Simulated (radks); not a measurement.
Q: Radial electron density D(r) = 4 pi r^2 rho(r) of an atom or ion with 7 electrons. Method: scalar-relativistic Kohn-Sham, PBE, spin-polarised, spherical densities, point nucleus; computed with a radial shooting solver on a logarithmic mesh with Libxc functionals.

r (bohr),D(r) (e/bohr),spin D(r)
0.00117,1.191,-0.000173
0.001308,1.455,-0.000195
0.001452,1.751,-0.000213
0.001624,2.134,-0.000225
0.001802,2.560,-0.000222
0.002015,3.109,-0.000193
0.002236,3.716,-0.000124
0.002501,4.493,0.0000211
0.002775,5.346,0.000261
0.003104,6.427,0.000695
0.003444,7.604,0.00135
0.003852,9.080,0.00246
0.004274,10.67,0.00406
0.004781,12.63,0.00670
0.005305,14.70,0.0104
0.005934,17.23,0.0164
0.006584,19.84,0.0247
0.007364,22.94,0.0378
0.008171,26.07,0.0557
0.00914,29.66,0.0838
0.01014,33.14,0.121
0.01134,36.96,0.180
0.01269,40.72,0.264
0.01408,44.01,0.375
0.01575,47.17,0.541
0.01747,49.56,0.756
0.01954,51.37,1.07
0.02169,52.18,1.47
0.02426,51.99,2.05
0.02691,50.78,2.75
0.0301,48.44,3.72
0.0334,45.47,4.87
0.03736,41.73,6.40
0.04146,38.14,8.11
0.04637,34.65,10.3
0.05145,32.19,12.5
0.05755,30.76,15.1
0.06386,30.74,17.5
0.07142,31.99,19.9
0.07925,33.98,21.8
0.08864,36.33,23.1
0.09836,37.98,23.5
0.11,38.39,22.8
0.1231,36.85,20.9
0.1365,33.55,18.3
0.1527,28.31,14.9
0.1695,22.52,11.5
0.1895,16.17,8.04
0.2103,10.91,5.30
0.2352,6.438,3.07
0.261,3.552,1.67
0.292,1.650,0.769
0.324,0.7115,0.330
0.3624,0.2461,0.114
0.4021,0.07826,0.0362
0.4497,0.01881,0.00876
0.499,0.004112,0.00193
0.5582,0.0006312,0.000300

What is the nuclear charge?

A: Z = 43. The innermost maximum, from 1s, lies near gamma/Z bohr with gamma = sqrt(1 - (Z/c)^2) = 0.949, here 0.0221 bohr (found: 0.0226), and its height grows with Z. The density is that of the technetium ion Tc36+ in [He] 2s2 2p3; the configuration itself is not fixed sharply by these data, and Z only to a few units. D(r) has 2 maxima, at r = 0.0226, 0.107 bohr, and minima at 0.0609 bohr, inside which lie 2.24 electrons.
